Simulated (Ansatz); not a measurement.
```yaml
crystal:
  periodic: [false, false, false]
  atoms:
    - {symbol: N, position_ang: [-1.818606, 0.096295, 0.265210]}
    - {symbol: Ga, position_ang: [-0.162025, 0.809764, -0.005627]}
    - {symbol: Al, position_ang: [1.836408, -0.694625, -0.246015]}
    - {symbol: H, position_ang: [-2.650129, 0.654360, 0.368251]}
    - {symbol: H, position_ang: [-2.022791, -0.886005, 0.330807]}
    - {symbol: H, position_ang: [-0.205345, 2.385962, -0.056778]}
    - {symbol: H, position_ang: [2.711396, -1.130993, 1.012272]}
    - {symbol: H, position_ang: [2.311092, -1.234768, -1.668121]}
basis:
  gaussian: {orbitals: cc-pVTZ, final_grid: {core_spheres: 1, valence_spheres: 1, degree: 1}}
hamiltonian: {xc: {name: PBE}}
output: {forces: true}
```

```sh
$ ansatz run in.yaml --threads 2 --pin off --events-out ev --progress --plain --max-ram 4352MiB
```

It prints (some lines left out):

```
Functional definition: PBE
1111 factors; their error is unknown
mean field evaluation 1: about -60522.3791 eV, gradient 8.0e1 eV
mean field evaluation 2: about -60442.8499 eV, gradient 1.5e2 eV
mean field evaluation 4: about -60533.9047 eV, gradient 1.6e1 eV
mean field evaluation 8: about -60534.3669 eV, gradient 9.2e-2 eV
mean field evaluation 96: about -60718.5046 eV, gradient 2.2e-1 eV
a density is far from that of the atoms, so the factors are made again for it
1679 factors; integrals over basis functions are off by at most 1.5e-4 eV
mean field evaluation 256: about -60718.4944 eV, gradient 3.1e-5 eV
mean field -60718.53860192 eV, -2231.3651371168 hartree, gradient 3.9e-6 eV, S^2 0.000000; 11 other end points of the search recorded, 0 dependent functions left out
reference -60718.53871687 eV, -2231.3651413414 hartree; 28, 28 occupied and 149, 149 virtual orbitals, 1679 factors
Total energy: -60718.53871687 eV, -2231.3651413414 hartree
Atom 0 at    -1.818606     0.096295     0.265210 Å, force  -150.648748   -69.021082    24.972319 eV/Å
Atom 1 at    -0.162025     0.809764    -0.005627 Å, force   -23.502537    70.107197    -0.154206 eV/Å
Atom 2 at     1.836408    -0.694625    -0.246015 Å, force    61.469385   -35.319227    -8.230324 eV/Å
Atom 3 at    -2.650129     0.654360     0.368251 Å, force    82.555506    21.701423   -12.981635 eV/Å
Atom 4 at    -2.022791    -0.886005     0.330807 Å, force    50.489298    33.665288    -8.515432 eV/Å
Atom 5 at    -0.205345     2.385962    -0.056778 Å, force   -10.839582   -17.583109     2.910513 eV/Å
Atom 6 at     2.711396    -1.130993     1.012272 Å, force    -2.442970    -1.010766    17.405490 eV/Å
Atom 7 at     2.311092    -1.234768    -1.668121 Å, force    -7.080352    -2.539724   -15.406726 eV/Å
Dipole moment:     0.131935     0.703182    -0.045108 e Å
```

In this input the integration grid is far too coarse. The calculation finished and met its thresholds. The result belongs to that input, not to the molecule as meant.
